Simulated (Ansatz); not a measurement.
Which is lower?

Two relaxed structures of B₂H₂O₂, singlet (PBE0-D4/def2-TZVP; forces vanish, vibrations not checked).

A:

```tsv
atom	x (Å)	y (Å)	z (Å)
O1	-0.0291	-0.8061	-1.8876
B2	-0.2129	-0.3648	-0.6523
B3	0.2130	0.3646	0.6524
O4	0.0291	0.8061	1.8876
H5	0.8316	-0.6017	-2.2703
H6	-0.8317	0.6018	2.2702
```

B:

```tsv
atom	x (Å)	y (Å)	z (Å)
O1	0.2042	-0.5735	-2.0352
B2	0.0297	-0.5378	-0.8075
B3	-0.0437	0.6322	0.4792
O4	-0.1991	0.8904	1.7281
H5	-0.1798	-1.4279	0.0464
H6	-0.3614	0.2367	2.4166
```

Computed with Ansatz 0.2.0 (basis: def2-TZVPP); correlated methods freeze the cores. B3LYP uses VWN-RPA correlation.

(1) Which structure is lower at CCSD(T), and by how much? (Judge from chemistry; the value comes from the calculation.)

No T1 diagnostic of these runs exceeds 0.024. The restricted Hartree–Fock reference is unstable towards an unrestricted one at one or more of these structures.

Answers

(1) The calculation gives: B, by 15.44 kcal/mol (electronic energy, against the other). By their contacts, A is B₂H₂O₂ ([OH][B][B][OH]) and B is B₂H₂O₂ ([O][BH][B][OH]).

All methods give the same order:

| method | E(B) − E(A) (kcal/mol) |
| --- | --- |
| PBE-D4 | -18.35 |
| r2SCAN-D4 | -18.88 |
| PBE0-D4 | -15.28 |
| B3LYP-D4 | -17.22 |
| wB97M-V | -16.05 |
| HF | -13.43 |
| MP2 | -18.18 |
| CCSD | -14.16 |
| CCSD(T) | -15.44 |

Labels in which every atom is bracketed show which atoms are joined, not bond orders.

For scale, one of the runs: CCSD(T)/def2-TZVPP, 152 basis functions, launched by `ansatz run in.yaml --threads 2 --pin off --events-out ev --progress --plain --max-ram 4352MiB`. Hardware: 2 CPU threads of an Arm Neoverse V1, shared host. Wall time 26 s; peak host memory 1.1 GiB.
